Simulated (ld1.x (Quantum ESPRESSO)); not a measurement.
**What one change does to a pseudopotential (H (Z = 1), TM)**

| Quantity | Value |
| --- | --- |
| Element | hydrogen (H) |
| Generator | ld1.x (Quantum ESPRESSO) 7.5 |
| Type | norm-conserving Troullier–Martins (Kleinman–Bylander form) |
| Functional | BLYP |
| Relativity | scalar-relativistic |
| Frozen core | none |
| Valence charge | 1 |
| Reference configuration | 1s0.5 (charge +0.5) |
| Partial waves | 1s (bound): rc 1.10 bohr; 2p channel at 0.4 Ry: rc 0.95 bohr |
| Local potential | all-electron potential smoothed inside 0.90 bohr (lloc = -1) |
| Core correction | none |

Change: all radii scaled by about 1.40 (s 1.54, p 1.34 bohr); local potential all-electron potential smoothed inside 1.26 bohr (lloc = -1).

Cutoffs: the cutoffs (Ry, on a coarse ladder) from which the occupation-weighted sum of valence levels, in a spherical-Bessel basis at the reference potential, stays within 10 and 1 mRy of its value at 400 Ry; they do not see the model core or the augmentation charge, which bear on the density cutoff. Errors are all-electron minus pseudo energies relative to the spin-unpolarised reference configuration.

**Question.** What does the change do?

**Answer.** The potential gets softer (21 Ry and 40 Ry → 15 Ry and 25 Ry); neither file shows a bound ghost. A larger radius leaves more room for a smooth pseudo-wave, so fewer plane waves are needed.

```csv
quantity,base,changed
"cutoff, loose",21 Ry,15 Ry
"cutoff, tight",40 Ry,25 Ry
bound ghosts,none,none
"error for 1s1, meV [ΔE -4.78 eV]",+11,+15
```
